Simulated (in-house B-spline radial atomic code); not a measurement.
# RPA and G0W0 on LDA VWN5: Si³⁺

Configuration [Ne] 3s1, highest spin, mean-field start LDA VWN5. Computed with an all-electron radial atomic-structure program (B-spline basis): all electrons, scalar-relativistic (spin-free one-electron X2C), finite nucleus, each spin shell either full or empty, empty states to l = 9 with an (l + 1/2)⁻⁴ tail; G0W0 by contour deformation at full frequency.

RPA overbinds a lone outer s electron by self-correlation, and G0W0 tends to as well.

Command:
```bash
python run_gw.py task.json out
```
Settings (radii: box in bohr, nucleus in fm):
```
Z                        14
electrons                11
configuration            [Ne] 3s1
hamiltonian              x2c
method                   lda,vwn
lmax                     9
rms_radius               3.1224
spin_polarised           True
box_radius               14.14
intervals                70
ion_configuration        [He] 2s2 2p6
```

Cost of the run: 4.3 s on 1 thread of Arm Neoverse N1 (shared host).

Energies (hartree):

| term | value |
| --- | --- |
| mean-field total | -286.68552 |
| Hartree-Fock functional on these orbitals | -287.41097 |
| direct second order | -0.74023 |
| second-order exchange | 0.27885 |
| SOSEX correction | 0.25378 |

What is the RPA correlation energy, and what remains with SOSEX?

RPA gives -0.65926 hartree (-1.63 eV per electron); RPA + SOSEX gives -0.40548, and the second-order doubles -0.46138 hartree (no singles). SOSEX takes back 38 % of the RPA value.

Quasi-particle levels (eV):

```csv
level,occupied,mean field,Σx - vxc,Σc,QP weight,G0W0
3s up,yes,-40.51,-4.35,?,?,?
3s down,no,-38.16,6.62,-2.24,0.918,-33.78
```

G0W0 = mean field + (Σx - vxc) + Σc, with Σc (partial-wave tail included) taken at the quasi-particle energy. Only the outer levels were computed. Levels of low weight are left out.

Where does G0W0 put 3s up?

At -46.13 eV, with Σc = -1.27 eV and a quasi-particle weight of 0.958. The tabulated removal energy is 45.142 eV (NIST, measured); the calculation leaves out spin-orbit coupling, Breit and QED terms, and what these don't explain is the method's own error.

What does it cost to remove one electron (to [He] 2s2 2p6) by differences of total energies, each species on its own start (correlation terms add to the Hartree-Fock functional)?

LDA VWN5 45.64 eV, Hartree-Fock functional 44.68 eV, + RPA 45.87 eV, + RPA + SOSEX 45.08 eV, + second order 45.21 eV. Tabulated: 45.142 eV (NIST, measured); the calculation leaves out spin-orbit coupling, Breit and QED terms, and what these don't explain is the method's own error.
